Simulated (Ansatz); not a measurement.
Start from `C[Si](C)(F)P` and change one atom or group to get `C[SiH](C)P`.

Ansatz, PBE0-D4/def2-TZVP geometries, multiplicity 1. Each molecule was computed in one conformer, which needn't be the lowest.

```
                                                                                  property  `C[Si](C)(F)P`
                                          size of the dipole moment (B3LYP/def2-TZVPP) / D            1.35
ideal-gas entropy at 298 K and 1 bar (rigid rotor, harmonic PBE0-D4/def2-TZVP) / J/(mol·K)             376
                                                       HOMO energy (B3LYP/def2-TZVPP) / eV           -7.22
                                                     HOMO energy (ωB97M-V/def2-TZVPP) / eV           -9.54
                                                      HOMO–LUMO gap (PBE0/def2-TZVPP) / eV            7.93
                                            size of the dipole moment (PBE/def2-TZVPP) / D            1.32
```

(1) Give the same properties after the change, and the shifts. (Best estimate.)

Answers

(1) Computed: 
```json
{"property": "size of the dipole moment (B3LYP/def2-TZVPP) / D", "`C[SiH](C)P`": "1.46", "shift": "0.11"}
{"property": "ideal-gas entropy at 298 K and 1 bar (rigid rotor, harmonic PBE0-D4/def2-TZVP) / J/(mol·K)", "`C[SiH](C)P`": "356", "shift": "-20"}
{"property": "HOMO energy (B3LYP/def2-TZVPP) / eV", "`C[SiH](C)P`": "-6.99", "shift": "0.23"}
{"property": "HOMO energy (ωB97M-V/def2-TZVPP) / eV", "`C[SiH](C)P`": "-9.30", "shift": "0.24"}
{"property": "HOMO–LUMO gap (PBE0/def2-TZVPP) / eV", "`C[SiH](C)P`": "7.71", "shift": "-0.22"}
{"property": "size of the dipole moment (PBE/def2-TZVPP) / D", "`C[SiH](C)P`": "1.51", "shift": "0.19"}
```

Dipoles are sizes alone; their direction can turn.

Positive LUMOs are unbound, so they and the gaps depend on the basis.

B3LYP here is the variant with VWN-RPA as its local correlation; programs differ in this.
